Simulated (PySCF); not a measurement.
**How the method moves the HOMO and LUMO of `N#C[C@@]1(F)[SiH2][C@H]1F`**

Compound: C3H3F2NSi.
Cartesian coordinates in Å at the PBE0-D3(BJ)/def2-SVP level; atoms count from 1:
```
atom  x, y, z in Å
N1    -2.0592    0.9312    1.7001
C2    -1.2329    0.8357    0.8935
C3    -0.1863    0.7060   -0.0904
F4     0.0308    1.8463   -0.8004
Si5    1.1966   -0.5366    0.3810
C6    -0.1862   -0.5888   -0.8898
F7    -1.2880   -1.3674   -0.8741
H8     1.0378   -1.1553    1.7150
H9     2.5613   -0.3074   -0.1464
H10    0.1758   -0.3830   -1.9096
```

Basis pcSseg-1 throughout (PySCF), one geometry. Geometry: PBE0-D3(BJ)/def2-SVP; no solvent, vibrations or thermal averaging.

How do the orbital energies, the gap and the dipole change with the method?

| method | kind | HOMO (eV) | LUMO (eV) | gap (eV) | μ (D) | SCF cycles |
| --- | --- | --- | --- | --- | --- | --- |
| BLYP | GGA | -6.65 | -1.85 | 4.80 | 4.63 | 15 |
| OPBE | GGA | -6.76 | -1.94 | 4.82 | 4.55 | 16 |
| KT3 | GGA | -6.87 | -2.00 | 4.87 | 4.57 | 16 |
| BP86 | GGA | -6.92 | -2.13 | 4.79 | 4.67 | 15 |
| B97-2 | global hybrid | -7.83 | -1.16 | 6.67 | 4.91 | 14 |
| B3LYP | global hybrid | -7.85 | -1.35 | 6.50 | 4.90 | 15 |
| mPW1PW91 | global hybrid | -8.12 | -1.15 | 6.96 | 4.96 | 14 |
| HF | Hartree–Fock | -10.98 | 2.00 | 12.98 | 5.62 | 13 |

The HOMO spans 4.33 eV, from BLYP down to HF, and the gap runs from 4.79 eV (BP86) to 12.98 eV (HF). Over the methods BLYP (0 %), OPBE (0 %), KT3 (0 %), BP86 (0 %), B97-2 (21 %), B3LYP (20 %), mPW1PW91 (25 %), HF (100 %), a straight line through the gap against the share of exact exchange rises by 0.82 eV for each 10 % (correlation coefficient 1.000). The dipole ranges from 4.55 D (OPBE) to 5.62 D (HF). This basis has no diffuse functions.
